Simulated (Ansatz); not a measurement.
Molecule: ethoxygermane, C2H8GeO, charge 0, multiplicity 1. SMILES: CC[O][GeH3]
Geometry from a B3LYP-D3(BJ)/def2-TZVP (Ansatz, an electronic-structure program) optimisation:
```
C
H 1 1.0986
H 1 1.0986 2 107.24
O 1 1.4223 2 110.36 3 -120.24
C 1 1.5150 2 110.02 3 119.64
H 5 1.0908 1 110.38 2 61.18
H 5 1.0908 6 108.32 1 -120.95
H 5 1.0923 6 108.61 7 -117.78
Ge 4 1.7892 1 118.72 2 59.17
H 9 1.5320 4 104.74 1 180.00
H 9 1.5431 10 112.03 4 118.10
H 9 1.5431 10 112.03 11 123.81
```

Computed values are from Ansatz. Cores are frozen in the correlated levels unless marked. Open shells are spin-unrestricted. Spin-orbit coupling is left out. Frozen are the shells of the preceding noble gas and the d and f shells that filled before the atom's block. Non-relativistic. Basis-set limits of correlation are two-point, X^-3; Hartree-Fock from the larger set. [CCSD(T)-MP2]/basis is that difference in the basis named.

```yaml
atomisation energy De: 4175.8 kJ/mol at CCSD(T)/CBS(aug-cc-pVTZ,aug-cc-pVQZ)
vertical ionisation energy (to the doublet): 10.24 eV at RI-MP2/CBS(aug-cc-pVTZ,aug-cc-pVQZ)+[CCSD(T)-MP2]/aug-cc-pVTZ
vertical_triplet_singlet_gap: 6.50 eV at RI-MP2/CBS(aug-cc-pVTZ,aug-cc-pVQZ)+[CCSD(T)-MP2]/aug-cc-pVTZ
total_energy: -2231.6072 Eh at CCSD(T)/CBS(aug-cc-pVTZ,aug-cc-pVQZ)
dipole_moment: 1.09 D at CCSD(T)/aug-cc-pVDZ
T1 diagnostic: 0.011 at CCSD/aug-cc-pVQZ
```
